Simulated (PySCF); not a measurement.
Can point charges reproduce the dipole moment of `C=CBC1CCCC1`?

Coordinates (PBE0-D3(BJ)/def2-SVP, Å) and charges (e) from the PBE0/pcSseg-1 density (PySCF):

| atom | x | y | z | Mulliken | IAO | Hirshfeld | ESP-fitted |
| --- | --- | --- | --- | --- | --- | --- | --- |
| C1 | 3.802 | -0.574 | 0.370 | -0.1386 | -0.2155 | -0.0490 | -0.2813 |
| C2 | 2.495 | -0.845 | 0.531 | -0.4090 | -0.2672 | -0.1184 | -0.1754 |
| B3 | 1.409 | -0.119 | -0.302 | +0.4391 | +0.1488 | +0.1489 | +0.0134 |
| C4 | -0.128 | -0.347 | -0.115 | -0.4954 | -0.2454 | -0.1003 | +0.2740 |
| C5 | -0.681 | 0.778 | 0.794 | -0.2305 | -0.2386 | -0.0591 | -0.0487 |
| C6 | -2.207 | 0.740 | 0.580 | -0.2026 | -0.2606 | -0.0660 | -0.1279 |
| C7 | -2.429 | 0.045 | -0.781 | -0.2231 | -0.2617 | -0.0688 | -0.0515 |
| C8 | -1.025 | -0.204 | -1.348 | -0.1730 | -0.2431 | -0.0676 | -0.0686 |
| H9 | 4.591 | -1.076 | 0.943 | +0.1256 | +0.1480 | +0.0510 | +0.1527 |
| H10 | 4.132 | 0.176 | -0.357 | +0.1313 | +0.1488 | +0.0505 | +0.1608 |
| H11 | 2.219 | -1.607 | 1.272 | +0.1091 | +0.1380 | +0.0382 | +0.1057 |
| H12 | 1.780 | 0.723 | -1.099 | -0.0095 | -0.0095 | -0.0679 | -0.0797 |
| H13 | -0.338 | -1.313 | 0.381 | +0.1139 | +0.1197 | +0.0295 | -0.0589 |
| H14 | -0.393 | 0.658 | 1.849 | +0.1272 | +0.1332 | +0.0376 | +0.0087 |
| H15 | -0.278 | 1.751 | 0.462 | +0.1223 | +0.1248 | +0.0340 | +0.0294 |
| H16 | -2.689 | 0.171 | 1.389 | +0.1194 | +0.1314 | +0.0345 | +0.0406 |
| H17 | -2.639 | 1.752 | 0.610 | +0.1197 | +0.1330 | +0.0357 | +0.0438 |
| H18 | -3.053 | 0.641 | -1.465 | +0.1186 | +0.1326 | +0.0355 | +0.0285 |
| H19 | -2.953 | -0.913 | -0.637 | +0.1171 | +0.1288 | +0.0331 | +0.0197 |
| H20 | -0.982 | -1.076 | -2.018 | +0.1209 | +0.1306 | +0.0366 | +0.0063 |
| H21 | -0.690 | 0.668 | -1.937 | +0.1174 | +0.1239 | +0.0327 | +0.0086 |

**Question.** Form Σ q r in debye for every column and set it beside the full dipole.

**Answer.** The full density gives (0.36, -0.29, 0.49) D, 0.68 D in size; dipole vectors point from the negative to the positive end.

```tsv
scheme	μx	μy	μz	size (D)	share of the full size (%)	angle to the full dipole (°)
Mulliken	0.65	1.16	-0.78	1.54	228	118
IAO	0.63	0.14	0.28	0.70	103	46
Hirshfeld	0.40	-0.03	0.26	0.48	71	30
ESP-fitted	0.35	-0.26	0.49	0.65	97	3
```

**Question.** Which set comes closest?

**Answer.** Length of the difference vector: ESP-fitted 0.04 D, Hirshfeld 0.35 D, IAO 0.54 D, Mulliken 1.95 D. Closest: ESP-fitted. 

**Question.** What is left for the Hirshfeld atoms' own dipoles?

**Answer.** The shares of the density sum to the whole, so what Σ q r misses lies in dipoles about the nuclei. The atomic dipoles sum to (0.36, -0.29, 0.49) − (0.40, -0.03, 0.26) = (-0.04, -0.26, 0.23) D, 0.35 D in size.

**Question.** With the origin at the mean of the coordinates, (-0.003, 0.001, -0.042) Å, which are the largest single terms, by size, of the ESP-fitted dipole along the direction of the full one?

**Answer.** C1 -3.50, H9 +2.67, C2 -1.79, H10 +1.48, H11 +1.44 D; all 21 atoms together +0.65 D. The single terms depend on the origin, their sum doesn't.

**Question.** Give the size of the full dipole in other units.

**Answer.** 0.68 D = 0.266 au = 0.141 e·Å = 2.26 × 10⁻³⁰ C·m.

One conformer (not necessarily the lowest) at the PBE0-D3(BJ)/def2-SVP geometry, without solvent, vibrations or thermal averaging.

These values come from a run that also computed NMR shieldings. Time: 65 s of wall time; peak memory 0.92 GiB. Hardware: one thread, Arm Neoverse N1 (aarch64), no GPU, on a shared host.
